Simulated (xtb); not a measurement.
C₆H₆, charge -1, doublet, at a GFN2-xTB geometry (a state made from the parent by changing its charge; the spin is typed, not shown lowest); GFN2-xTB with ALPB(hexane) in xtb.

The xtb input:
```
$ xtb mol.xyz --gfn 2 --chrg -1 --uhf 1 --alpb hexane --json

# file mol.xyz
12

C     -0.79209486     1.14402906     0.04294872
C     -1.40815868    -0.08704909    -0.05219417
C     -0.57965949    -1.28365722    -0.09711679
C      0.79209486    -1.14402906    -0.04294872
C      1.40815868     0.08704909     0.05219417
C      0.57965949     1.28365722     0.09711679
H     -1.41475422     2.04334103     0.07671036
H     -2.49017263    -0.17889071    -0.09381208
H     -1.04845221    -2.26117925    -0.17198459
H      1.41475422    -2.04334103    -0.07671036
H      2.49017263     0.17889071     0.09381208
H      1.04845221     2.26117925     0.17198459
```

### Question
What does xtb print? Leave out banner, timings and long lists.

### Answer

```
   ID    Z sym.   atoms
    1    6 C      1-6
    2    1 H      7-12

           -------------------------------------------------
          |                Calculation Setup                |
           -------------------------------------------------

           -------------------------------------------------
          |                 G F N 2 - x T B                 |
           -------------------------------------------------

      * Solvation model:               ALPB
        Solvent                        hexane
        Parameter file                 internal GFN2-xTB/ALPB
        Dielectric constant                1.8800E+00
        Reference state                gsolv [1 M gas/solution]
        Free energy shift                  4.8134E-03 Eh       3.0204E+00 kcal/mol
        Temperature                        2.9815E+02 K
        Density                            6.6000E-01 kg/L
        Solvent mass                       8.6180E+01 g/mol
        Interaction kernel             P16
        Born radius scaling (c1)           1.1040E+00
        Born radii integrator          GBOBC
        Born offset                        0.0000E+00 a0       0.0000E+00 AA
        H-bond correction              false
        Ion screening                  false
        Surface tension                    1.0000E-05 Eh       1.5569E+01 dyn/cm
        Grid points                               230 per atom

          ...................................................
          :                      SETUP                      :
          :.................................................:
          :  # basis functions                  30          :
          :  # atomic orbitals                  30          :
          :  # shells                           18          :
          :  # electrons                        31          :
          :  max. iterations                   250          :
          :  Hamiltonian                  GFN2-xTB          :
          :  restarted?                      false          :
          :  GBSA solvation                   true          :
          :  PC potential                    false          :
          :  electronic temp.          300.0000000     K    :
          :  accuracy                    1.0000000          :
          :  -> integral cutoff          0.2500000E+02      :
          :  -> integral neglect         0.1000000E-07      :
          :  -> SCF convergence          0.1000000E-05 Eh   :
          :  -> wf. convergence          0.1000000E-03 e    :
          :  Broyden damping             0.4000000          :
          :  net charge                         -1          :
          :  unpaired electrons                  1          :
          ...................................................

 iter      E             dE          RMSdq      gap      omega  full diag
   1    -16.3096404 -0.163096E+02  0.371E+00    0.68       0.0  T
   2    -16.3267202 -0.170798E-01  0.200E+00    0.24       1.0  T
   3    -16.3269420 -0.221784E-03  0.973E-01    0.50       1.0  T
   4    -16.3289317 -0.198969E-02  0.200E-01    0.32       1.0  T
   5    -16.3290490 -0.117340E-03  0.318E-02    0.35       1.0  T
   6    -16.3290485  0.515283E-06  0.105E-02    0.34       2.7  T
   7    -16.3290496 -0.108303E-05  0.916E-04    0.35      31.5  T
   8    -16.3290496 -0.304069E-08  0.157E-04    0.35     183.8  T
   9    -16.3290496 -0.184230E-09  0.668E-05    0.35     432.4  T

   *** convergence criteria satisfied after 9 iterations ***

         :::::::::::::::::::::::::::::::::::::::::::::::::::::
         ::                     SUMMARY                     ::
         :::::::::::::::::::::::::::::::::::::::::::::::::::::
         :: total energy             -16.040796988071 Eh    ::
         :: total w/o Gsasa/hb       -16.035228194388 Eh    ::
         :: gradient norm              0.003230590872 Eh/a0 ::
         :: HOMO-LUMO gap              0.346226416870 eV    ::
[...]
        20                          0.2210485               6.0150
        21                          0.2624020               7.1403
        22                          0.2763336               7.5194
        23                          0.2963990               8.0654
        24                          0.3098425               8.4312
        25                          0.4812888              13.0965
        26                          0.4892183              13.3123
        27                          0.5427935              14.7702
       ...                                ...                  ...
        30                          0.7625199              20.7492
      -------------------------------------------------------------
                  HL-Gap            0.0127236 Eh            0.3462 eV
             Fermi-level           -0.1251712 Eh           -3.4061 eV

     #   Z          covCN         q      C6AA      α(0)
     1   6 C        2.904    -0.052    29.294     8.875
     2   6 C        2.907    -0.122    31.097     9.144
     3   6 C        2.907    -0.122    31.097     9.144
     4   6 C        2.904    -0.052    29.294     8.875
     5   6 C        2.907    -0.122    31.097     9.144
     6   6 C        2.907    -0.122    31.097     9.144
     7   1 H        0.924    -0.062     4.385     3.275
     8   1 H        0.925    -0.071     4.655     3.374
     9   1 H        0.925    -0.071     4.655     3.374
    10   1 H        0.924    -0.062     4.385     3.275
    11   1 H        0.925    -0.071     4.655     3.374
    12   1 H        0.925    -0.071     4.655     3.374

 Mol. C6AA /au·bohr⁶  :       2110.214416
 Mol. C8AA /au·bohr⁸  :      49592.880868
 Mol. α(0) /au        :         74.370502

Wiberg/Mayer (AO) data.
largest (>0.10) Wiberg bond orders for each atom

 ---------------------------------------------------------------------------
     #   Z sym  total        # sym  WBO       # sym  WBO       # sym  WBO
 ---------------------------------------------------------------------------
     1   6 C    3.981 --     6 C    1.457     2 C    1.457     7 H    0.965
     2   6 C    3.872 --     1 C    1.457     3 C    1.198     8 H    0.971
                             6 C    0.142
     3   6 C    3.872 --     4 C    1.457     2 C    1.198     9 H    0.971
                             5 C    0.142
     4   6 C    3.981 --     3 C    1.457     5 C    1.457    10 H    0.965
     5   6 C    3.872 --     4 C    1.457     6 C    1.198    11 H    0.971
                             3 C    0.142
     6   6 C    3.872 --     1 C    1.457     5 C    1.198    12 H    0.971
                             2 C    0.142
     7   1 H    0.996 --     1 C    0.965
     8   1 H    0.995 --     2 C    0.971
     9   1 H    0.995 --     3 C    0.971
    10   1 H    0.996 --     4 C    0.965
    11   1 H    0.995 --     5 C    0.971
    12   1 H    0.995 --     6 C    0.971
 ---------------------------------------------------------------------------

Topologies differ in total number of bonds
Writing topology from bond orders to xtbtopo.mol

molecular dipole:
                 x           y           z       tot (Debye)
 q only:        0.000      -0.000      -0.000
   full:        0.000      -0.000      -0.000       0.000
molecular quadrupole (traceless):
                xx          xy          yy          xz          yz          zz
 q only:       -3.642      -0.872      -2.942      -0.395      -0.609       6.584
  q+dip:       -1.333      -0.793      -0.721      -0.161      -0.196       2.054
   full:       -2.160      -1.022      -1.365      -0.252      -0.332       3.525

           -------------------------------------------------
          | TOTAL ENERGY              -16.040796988071 Eh   |
          | GRADIENT NORM               0.003230590872 Eh/α |
          | HOMO-LUMO GAP               0.346226416870 eV   |
           -------------------------------------------------

normal termination of xtb
```
